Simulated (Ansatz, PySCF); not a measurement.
System: sum formula HSiOF₂, charge 0, multiplicity 2. It need not be the lowest isomer of its formula. 
Geometry from a B3LYP-D3(BJ)/def2-TZVP (Ansatz, an electronic-structure program) optimisation:
```
Si
F 1 1.5911
F 1 1.5995 2 107.42
O 1 1.6334 2 105.63 3 118.41
H 4 0.9619 1 119.05 2 -175.79
```
Charge 0, spin multiplicity 2.

Total electronic energies in hartree. Correlated levels leave the core frozen unless marked. Open shells are spin-unrestricted. Spin-orbit coupling is left out. No relativistic terms. CBS marks a two-point X^-3 extrapolation of the correlation energy; Hartree-Fock from the larger set. [CCSD(T)-MP2]/basis is that difference in the basis named.

```csv
level,program,energy (Eh)
SVWN5/def2-TZVPD,PySCF,(withheld)
BLYP-D4/def2-TZVPD,Ansatz + dftd4,(withheld)
BHLYP-D3(BJ)/def2-TZVPD,Ansatz + dftd3,-565.17439
BHLYP/def2-TZVPD,Ansatz,-565.17075
r2SCAN0/def2-TZVPD,Ansatz,-565.09358
RPA@PBE/cc-pV(T+d)Z,Ansatz,(withheld)
SCS-MP2/cc-pV(D+d)Z,Ansatz,-564.00771
CCSD/cc-pwCVTZ,Ansatz,-564.39354
"RI-MP2/CBS(cc-pV(T+d)Z,cc-pV(Q+d)Z)+[CCSD(T)-MP2]/cc-pV(T+d)Z",Ansatz,-564.5589
```

Q: Some entries are withheld; supply them.

A: 
- SVWN5/def2-TZVPD, energy (Eh): -562.33233
- BLYP-D4/def2-TZVPD, energy (Eh): -565.26081
- RPA@PBE/cc-pV(T+d)Z, energy (Eh): -564.74511
